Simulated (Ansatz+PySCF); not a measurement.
Values are calculated unless marked as measured or tabulated.
## PySCF 2.14.0 run

```python
from pyscf import gto, scf

mol = gto.M(atom="""
Ge 0.004950 -0.006980 -0.005170
H 0.879900 0.894000 0.887620
H 0.888340 -0.895860 -0.882100
H -0.895800 0.885810 -0.892780
H -0.881050 -0.882380 0.893190
""", basis='def2-svp', charge=0, spin=0)
mf = scf.RHF(mol)
mf.init_guess = 'minao'
mf.kernel()
while True:  # follow internal instabilities
    mo, _, stable, _ = mf.stability(return_status=True)
    if stable: break
    mf.kernel(mf.make_rdm1(mo, mf.mo_occ))
print(mf.converged, mf.e_tot, mf.spin_square()[0])
```

The script is written out from the run's settings.

Results

```
Converged                       : yes
Total energy                    : -2077.41364 hartree
Spin squared of the determinant : 0.000
```
